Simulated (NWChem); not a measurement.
The numbers come from NWChem runs, not from measurements. System: IIn, charge 0, spin multiplicity 1, at a geometry optimised with PBE/def2-SVP with def2 effective core potentials on In, I. The structure started from a generated list of species. Level: LDA (SVWN5)/def2-TZVP with def2 effective core potentials on In, I.

Job file:

```
start mol
memory heap 200 mb stack 900 mb global 1100 mb
geometry units angstroms nocenter noautoz
  In     0.000000     0.000000    -1.460991
  I      0.000000     0.000000     1.350727
  symmetry group C2v
end
basis spherical
  * library def2-tzvp
end
ecp
  In library def2-ecp
  I library def2-ecp
end
dft
  xc slater vwn_5
  semidirect memsize 60000000 filesize 0
  iterations 100
end
task dft energy
```

NWChem printed:

```
             Northwest Computational Chemistry Package (NWChem) 7.3.0
             --------------------------------------------------------

                                NWChem Input Module
                                -------------------

 Scaling coordinates for geometry "geometry" by  1.889725989
 (inverse scale =  0.529177249)

 Turning off AUTOSYM since
 SYMMETRY directive was detected!

                             Geometry "geometry" -> ""
                             -------------------------

 Output coordinates in angstroms (scale by  1.889725989 to convert to a.u.)

  No.       Tag          Charge          X              Y              Z
 ---- ---------------- ---------- -------------- -------------- --------------
    1 In                  49.0000     0.00000000     0.00000000    -1.46099100
    2 I                   53.0000     0.00000000     0.00000000     1.35072700

 Effective nuclear repulsion energy (a.u.)     488.7664110171

            Nuclear Dipole moment (a.u.)
            ----------------------------
        X                 Y               Z
 ---------------- ---------------- ----------------
     0.0000000000     0.0000000000    -0.0000529123

      Symmetry information
      --------------------

 Group name             C2v
 Group number             16
 Group order               4
 No. of unique centers     2

      Symmetry unique atoms

     1    2


 Summary of "ao basis" -> "" (spherical)
 ------------------------------------------------------------------------------
       Tag                 Description            Shells   Functions and Types
 ---------------- ------------------------------  ------  ---------------------
 *                         def2-tzvp                  on all atoms

                                 NWChem DFT Module
                                 -----------------

 Summary of "ao basis" -> "ao basis" (spherical)
 ------------------------------------------------------------------------------
       Tag                 Description            Shells   Functions and Types
 ---------------- ------------------------------  ------  ---------------------
 In                        def2-tzvp                16       50   6s5p3d2f
 I                         def2-tzvp                16       50   6s5p3d2f

 Summary of "ao basis" -> "ao basis" (spherical)
 ------------------------------------------------------------------------------
       Tag                 Description            Shells   Functions and Types
 ---------------- ------------------------------  ------  ---------------------
 In                        def2-tzvp                16       50   6s5p3d2f
 I                         def2-tzvp                16       50   6s5p3d2f

      Symmetry analysis of basis
      --------------------------

        a1         42
        a2         10
        b1         24
        b2         24

            General Information
            -------------------
          SCF calculation type: DFT
          Wavefunction type:  closed shell.
          No. of atoms     :     2
          No. of electrons :    46
           Alpha electrons :    23
            Beta electrons :    23
          Charge           :     0
          Spin multiplicity:     1
          Use of symmetry is: on ; symmetry adaption is: on
          Maximum number of iterations: 100
          AO basis - number of functions:   100
                     number of shells:    32
          Convergence on energy requested:  1.00D-06
          Convergence on density requested:  1.00D-05
          Convergence on gradient requested:  5.00D-04

              XC Information
              --------------
                        Slater Exchange Functional  1.000 local
                      VWN V Correlation Functional  1.000 local

             Grid Information
             ----------------
          Grid used for XC integration:  medium
          Radial quadrature: Mura-Knowles
          Angular quadrature: Lebedev.
          Tag              B.-S. Rad. Rad. Pts. Rad. Cut. Ang. Pts.
          ---              ---------- --------- --------- ---------
          In                  1.55      123          11.0       590
          I                   1.40      123          12.0       590
          Grid pruning is: on
          Number of quadrature shells:   246
          Spatial weights used:  Erf1

          Convergence Information
          -----------------------
          Convergence aids based upon iterative change in
          total energy or number of iterations.
          Levelshifting, if invoked, occurs when the
          HOMO/LUMO gap drops below (HL_TOL):  1.00D-02
          DIIS, if invoked, will attempt to extrapolate
          using up to (NFOCK): 10 stored Fock matrices.

                    Damping( 0%)  Levelshifting(0.5)       DIIS
                  --------------- ------------------- ---------------
          dE  on:    start            ASAP                start
          dE off:    2 iters        100 iters           100 iters

      Screening Tolerance Information
      -------------------------------
          Density screening/tol_rho:  1.00D-10
          AO Gaussian exp screening on grid/accAOfunc:  14
          CD Gaussian exp screening on grid/accCDfunc:  20
          XC Gaussian exp screening on grid/accXCfunc:  20
          Schwarz screening/accCoul:  1.00D-08

      Superposition of Atomic Density Guess
      -------------------------------------

 Sum of atomic energies:        -565.22125140

      Non-variational initial energy
      ------------------------------

 Total energy =    -485.862525
 1-e energy   =   -1049.664017
 2-e energy   =     464.994265
 HOMO         =      -0.265455
 LUMO         =      -0.004608

      Symmetry analysis of molecular orbitals - initial
      -------------------------------------------------

 !! scf_movecs_sym_adapt:   68 vectors were symmetry contaminated

  Symmetry fudging

 !! scf_movecs_sym_adapt:   60 vectors were symmetry contaminated

  Numbering of irreducible representations:

     1 a1          2 a2          3 b1          4 b2

  Orbital symmetries:

     1 a1          2 a1          3 b1          4 b2          5 a1
     6 a1          7 b2          8 b1          9 a1         10 b1
    11 b2         12 a1         13 a2         14 a1         15 b2
    16 b1         17 a2         18 a1         19 a1         20 a1
    21 b2         22 b1         23 a1         24 b1         25 b2
    26 a1         27 b1         28 b2         29 a1         30 a1
    31 a1         32 a1         33 a2

------------------------------------------------------------
EAF file 0: "./mol.aoints.0" size=524288 bytes
------------------------------------------------------------
               write      read    awrite     aread      wait
               -----      ----    ------     -----      ----
     calls:        1         0         0         0         0
   data(b): 5.24e+05  0.00e+00  0.00e+00  0.00e+00
   time(s): 0.00e+00  0.00e+00  0.00e+00  0.00e+00  0.00e+00
rate(mb/s): 0.00e+00  0.00e+00
------------------------------------------------------------

 !! scf_movecs_sym_adapt:   26 vectors were symmetry contaminated

  Symmetry fudging

 !! scf_movecs_sym_adapt:   12 vectors were symmetry contaminated

   convergence    iter        energy       DeltaE   RMS-Dens  Diis-err    time
 ---------------- ----- ----------------- --------- --------- ---------  ------
 d= 0,ls=0.0,diis     1   -487.1486625438 -5.86D+02  2.60D-02  3.57D-01     4.4

 !! scf_movecs_sym_adapt:   18 vectors were symmetry contaminated

  Symmetry fudging

 !! scf_movecs_sym_adapt:   12 vectors were symmetry contaminated

 d= 0,ls=0.0,diis     2   -486.5827530211  5.66D-01  1.69D-02  3.09D+00     4.6

 !! scf_movecs_sym_adapt:   12 vectors were symmetry contaminated

  Symmetry fudging

 !! scf_movecs_sym_adapt:    8 vectors were symmetry contaminated

 d= 0,ls=0.0,diis     3   -487.2029998672 -6.20D-01  4.00D-03  6.39D-02     4.7

 !! scf_movecs_sym_adapt:   16 vectors were symmetry contaminated

  Symmetry fudging

 !! scf_movecs_sym_adapt:    4 vectors were symmetry contaminated

 d= 0,ls=0.0,diis     4   -487.2100223335 -7.02D-03  1.25D-03  1.35D-02     4.8

 !! scf_movecs_sym_adapt:   14 vectors were symmetry contaminated

  Symmetry fudging

 !! scf_movecs_sym_adapt:    6 vectors were symmetry contaminated

 d= 0,ls=0.0,diis     5   -487.2111801215 -1.16D-03  2.72D-04  9.39D-04     5.0

 !! scf_movecs_sym_adapt:   16 vectors were symmetry contaminated

  Symmetry fudging

 !! scf_movecs_sym_adapt:    8 vectors were symmetry contaminated

  Resetting Diis
 d= 0,ls=0.0,diis     6   -487.2113472645 -1.67D-04  1.04D-04  5.36D-05     5.1

 !! scf_movecs_sym_adapt:   26 vectors were symmetry contaminated

  Symmetry fudging

 !! scf_movecs_sym_adapt:   18 vectors were symmetry contaminated

 d= 0,ls=0.0,diis     7   -487.2113534921 -6.23D-06  8.49D-05  7.50D-06     5.2

 !! scf_movecs_sym_adapt:   26 vectors were symmetry contaminated

  Symmetry fudging

 !! scf_movecs_sym_adapt:   20 vectors were symmetry contaminated

 d= 0,ls=0.0,diis     8   -487.2113507466  2.75D-06  6.19D-05  2.24D-05     5.3

 !! scf_movecs_sym_adapt:   32 vectors were symmetry contaminated

  Symmetry fudging

 !! scf_movecs_sym_adapt:   20 vectors were symmetry contaminated

 d= 0,ls=0.0,diis     9   -487.2113542756 -3.53D-06  1.10D-05  1.10D-06     5.5

 !! scf_movecs_sym_adapt:   22 vectors were symmetry contaminated

  Symmetry fudging

 !! scf_movecs_sym_adapt:   18 vectors were symmetry contaminated

 d= 0,ls=0.0,diis    10   -487.2113544430 -1.67D-07  1.06D-06  1.14D-08     5.6

         Total DFT energy =     -487.211354443016
      One electron energy =    -1050.437216682688
           Coulomb energy =      502.564884608946
    Exchange-Corr. energy =      -38.146248316130
 Nuclear repulsion energy =       98.807225946856

 Numeric. integr. density =       45.999999899105

     Total iterative time =      3.8s

                  Occupations of the irreducible representations
                  ----------------------------------------------

                     irrep           alpha         beta
                     --------     --------     --------
                     a1               11.0         11.0
                     a2                2.0          2.0
                     b1                5.0          5.0
                     b2                5.0          5.0

                       DFT Final Molecular Orbital Analysis
                       ------------------------------------

 Vector   21  Occ=2.000000D+00  E=-2.296317D-01  Symmetry=b2
              MO Center=  4.1D-19, -3.3D-15,  1.2D+00, r^2= 2.4D+00
   Bfn.  Coefficient  Atom+Function         Bfn.  Coefficient  Atom+Function
  ----- ------------  ---------------      ----- ------------  ---------------
    67      0.503613  2 I  py                61     -0.442718  2 I  py
    64      0.358402  2 I  py                70      0.283533  2 I  py
    17      0.088720  1 In py                14      0.076823  1 In py
    11     -0.070792  1 In py                58     -0.056115  2 I  py
    23     -0.047491  1 In d -1

 Vector   22  Occ=2.000000D+00  E=-2.296317D-01  Symmetry=b1
              MO Center=  2.3D-17,  3.3D-19,  1.2D+00, r^2= 2.4D+00
   Bfn.  Coefficient  Atom+Function         Bfn.  Coefficient  Atom+Function
  ----- ------------  ---------------      ----- ------------  ---------------
    66      0.503613  2 I  px                60     -0.442718  2 I  px
    63      0.358402  2 I  px                69      0.283533  2 I  px
    16      0.088720  1 In px                13      0.076823  1 In px
    10     -0.070792  1 In px                57     -0.056115  2 I  px
    25      0.047491  1 In d  1

 Vector   23  Occ=2.000000D+00  E=-2.267422D-01  Symmetry=a1
              MO Center= -1.6D-15, -2.2D-15,  1.5D-02, r^2= 5.1D+00
   Bfn.  Coefficient  Atom+Function         Bfn.  Coefficient  Atom+Function
  ----- ------------  ---------------      ----- ------------  ---------------
    68      0.428554  2 I  pz                62     -0.375847  2 I  pz
     5      0.366744  1 In s                  2      0.350555  1 In s
     6      0.323551  1 In s                 65      0.305415  2 I  pz
     1     -0.258168  1 In s                 71      0.240874  2 I  pz
     3     -0.221063  1 In s                 15     -0.188762  1 In pz

 Vector   24  Occ=0.000000D+00  E=-1.057342D-01  Symmetry=b2
              MO Center= -5.1D-18,  2.6D-15, -1.3D+00, r^2= 4.5D+00
   Bfn.  Coefficient  Atom+Function         Bfn.  Coefficient  Atom+Function
  ----- ------------  ---------------      ----- ------------  ---------------
    17      0.555527  1 In py                14      0.359232  1 In py
    11     -0.319891  1 In py                20      0.259598  1 In py
    70     -0.163250  2 I  py                67     -0.144361  2 I  py
    61      0.134915  2 I  py                64     -0.120698  2 I  py
    83     -0.050399  2 I  d -1               8     -0.049763  1 In py

 Vector   25  Occ=0.000000D+00  E=-1.057342D-01  Symmetry=b1
              MO Center=  2.0D-15, -1.2D-18, -1.3D+00, r^2= 4.5D+00
   Bfn.  Coefficient  Atom+Function         Bfn.  Coefficient  Atom+Function
  ----- ------------  ---------------      ----- ------------  ---------------
    16      0.555527  1 In px                13      0.359232  1 In px
    10     -0.319891  1 In px                19      0.259598  1 In px
    69     -0.163250  2 I  px                66     -0.144361  2 I  px
    60      0.134915  2 I  px                63     -0.120698  2 I  px
    85      0.050399  2 I  d  1               7     -0.049763  1 In px

 Vector   26  Occ=0.000000D+00  E=-4.543663D-02  Symmetry=a1
              MO Center= -2.1D-15, -2.1D-15, -1.2D+00, r^2= 7.8D+00
   Bfn.  Coefficient  Atom+Function         Bfn.  Coefficient  Atom+Function
  ----- ------------  ---------------      ----- ------------  ---------------
    21      0.537999  1 In pz                18      0.465789  1 In pz
    71      0.354016  2 I  pz                56     -0.333611  2 I  s
     5      0.291846  1 In s                 15      0.289646  1 In pz
    12     -0.251842  1 In pz                55     -0.235309  2 I  s
    68      0.204159  2 I  pz                62     -0.194350  2 I  pz

 center of mass
 --------------
 x =   0.00000000 y =   0.00000000 z =   0.02761809

 moments of inertia (a.u.)
 ------------------
        1702.453785529283           0.000000000000           0.000000000000
           0.000000000000        1702.453785529283           0.000000000000
           0.000000000000           0.000000000000           0.000000000000

     Multipole analysis of the density
     ---------------------------------

     L   x y z        total         alpha         beta         nuclear
     -   - - -        -----         -----         ----         -------
     0   0 0 0     -0.000000    -23.000000    -23.000000     46.000000

     1   1 0 0      0.000000      0.000000      0.000000      0.000000
     1   0 1 0      0.000000      0.000000      0.000000      0.000000
     1   0 0 1     -1.408339     -3.621305     -3.621305      5.834272

     2   2 0 0    -36.572427    -18.286213    -18.286213      0.000000
     2   1 1 0     -0.000000     -0.000000     -0.000000      0.000000
     2   1 0 1     -0.000000     -0.000000     -0.000000      0.000000
     2   0 2 0    -36.572427    -18.286213    -18.286213      0.000000
     2   0 1 1     -0.000000     -0.000000     -0.000000      0.000000
     2   0 0 2    -36.980707   -179.966694   -179.966694    322.952681

 Task  times  cpu:        5.6s     wall:        5.6s

 Total times  cpu:        5.6s     wall:        5.6s
```
